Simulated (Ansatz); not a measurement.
`[F][GeH]([Cl])[O][SiH3]` + H–F → `[F][GeH]([F])[Cl]` + silanol at 400 K and 1 bar (ligand exchange at a Ge–O bond).

Isolated molecules relaxed with PBE0-D4/def2-TZVP in Ansatz; ΔE leaves out vibrations. CCSD(T)/CBS adds triple-zeta CCSD(T) − MP2 to the extrapolated MP2 energy (def2 sets, frozen cores). This one scheme is used for every species. For Ge outer-core shells are correlated without core-valence functions, which leaves a few kJ/mol of doubt a bond. Scalar relativity is left out up to krypton. Each species was taken in one conformer, which may not be the lowest.

```
                  species  CCSD(T)/CBS energy (Eh)  H − E (kJ/mol)  S (J/(mol·K))
`[F][GeH]([Cl])[O][SiH3]`              -3002.48481           145.7          433.7
                      H–F               -100.39570            36.5          182.2
      `[F][GeH]([F])[Cl]`              -2736.19042            61.4          338.7
                `O[SiH3]`               -366.69042           120.0          276.4
```

H − E and S are ideal-gas, rigid-rotor, harmonic terms from PBE0-D4/def2-TZVP, for one conformer and one mirror image of each species. 1 Eh = 2625.50 kJ/mol, R = 8.31446 J/(mol·K).

Question: By hand: ΔE, ΔH, ΔS and ΔG.

Answer: ΔE = (-2736.19042) + (-366.69042) − (-3002.48481) − (-100.39570) = -0.00033 Eh = -0.9 kJ/mol. Δ(H − E) = 61.4 + 120.0 − 145.7 − 36.5 = -0.8, so ΔH = -1.7 kJ/mol. ΔS = 338.7 + 276.4 − 433.7 − 182.2 = -0.8 J/(mol·K). ΔG = -1.7 − 400 × (-0.8)/1000 = -1.4 kJ/mol.

Question: By hand: the equilibrium constant, and the temperature at which ΔG would vanish if ΔH and ΔS stayed fixed.

Answer: log₁₀ K = −ΔG/(RT ln 10) = 0.2. ΔG = 0 at ΔH/ΔS = 2125 K, though so small a ΔH makes that figure unsure.

The number of gas molecules stays the same, so ΔS is small and ΔH decides. The sign of ΔG lies within the doubt. A doubt of 5 kJ/mol in ΔE shifts log₁₀ K by 0.7 here. Other conformers and mirror images would add mixing entropy, several J/(mol·K) or more a flexible species. Modes under 60 cm⁻¹, often nearly free rotors, make the harmonic entropy too high. These are equilibria of isolated gas molecules and say nothing of rates. Largest T1 diagnostic: 0.012 (customary marks: 0.02 for closed shells, 0.045 for open ones).
